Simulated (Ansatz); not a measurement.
All values below come from Ansatz (a program for electronic structure) with frozen-core CCSD(T)/aug-cc-pVTZ // PBE0-D4/def2-TZVPD.

Ansatz 0.2 input:
```yaml
crystal:
  periodic: [false, false, false]
  atoms:
    - { symbol: O, position_ang: [1.273726, -0.38855, -0.32477] }
    - { symbol: Ge, position_ang: [-0.442682, -0.008512, -0.016994] }
    - { symbol: H, position_ang: [1.876598, 0.158492, 0.18303] }
    - { symbol: H, position_ang: [-0.769809, -0.239207, 1.470792] }
    - { symbol: H, position_ang: [-1.209519, -0.979971, -0.917909] }
    - { symbol: H, position_ang: [-0.728314, 1.457748, -0.394148] }
basis:
  gaussian: { orbitals: aug-cc-pVTZ }
correlation:
  method: ccsd_t
```

Output:

```
Functional definition: HF
1142 factors; integrals over basis functions are off by at most 1.1e-3 eV
mean field evaluation 1: about -58573.6732 eV, gradient 3.8e1 eV
mean field evaluation 2: about -58573.7121 eV, gradient 3.8e1 eV
mean field evaluation 4: about -58576.3717 eV, gradient 2.3e0 eV
mean field evaluation 8: about -58576.3947 eV, gradient 7.5e-2 eV
mean field evaluation 16: about -58576.3421 eV, gradient 3.3e-1 eV
mean field -58576.39472999 eV, -2152.6428018206 hartree, gradient 3.9e-6 eV, S^2 0.000000; 0 other end points of the search recorded, 0 dependent functions left out
10 core orbitals not correlated
reference -58576.39472999 eV, -2152.6428018206 hartree; 12, 12 occupied and 175, 175 virtual orbitals, 1142 factors
second order -12.89207421 eV of doubles, -0.00000000 eV of singles
cycle   1  -12.91698700 eV  change   -2.5e-2 eV  update   8.7e-2
cycle   2  -13.31581291 eV  change   -4.0e-1 eV  update   2.6e-2
cycle   3  -13.39665681 eV  change   -8.1e-2 eV  update   1.3e-2
cycle   4  -13.38690908 eV  change    9.7e-3 eV  update   2.8e-3
cycle   5  -13.38627247 eV  change    6.4e-4 eV  update   1.2e-3
cycle   6  -13.38670126 eV  change   -4.3e-4 eV  update   3.5e-4
cycle   7  -13.38655897 eV  change    1.4e-4 eV  update   1.5e-4
cycle   8  -13.38651338 eV  change    4.6e-5 eV  update   5.2e-5
cycle   9  -13.38653275 eV  change   -1.9e-5 eV  update   2.1e-5
perturbative correction -0.49500775 eV, -0.0181911993 hartree
Total energy: -58590.27627048 eV, -2153.1529390247 hartree
```

Cost: very roughly 80 core-seconds.
